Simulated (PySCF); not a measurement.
B(F)(NHMe)(OH) (CH₅BFNO), SMILES CNB(O)F. Coordinates come from a PBE-D3(BJ)/def2-SVP optimisation. The structure was generated by enumeration, and PubChem lists no compound with its InChIKey, so it may never have been made. Other conformers were not sampled.

Computed equilibrium geometry at PBE-D3(BJ)/def2-SVP (PySCF confirms it by a frequency run) as Cartesian coordinates in Å (one conformer of several):
```xyz
10

B      0.1878     0.2131     0.5119
F      0.8846    -0.0809     1.6309
N      0.0553    -0.8028    -0.4716
C     -0.6338    -0.7340    -1.7381
H      0.4986    -1.6998    -0.2670
H     -1.4730    -1.4620    -1.8155
H      0.0399    -0.9071    -2.6076
H     -1.0775     0.2733    -1.8805
O     -0.3313     1.4808     0.4318
H     -0.8227     1.6355    -0.3919
```
Charge 0, spin multiplicity 1.
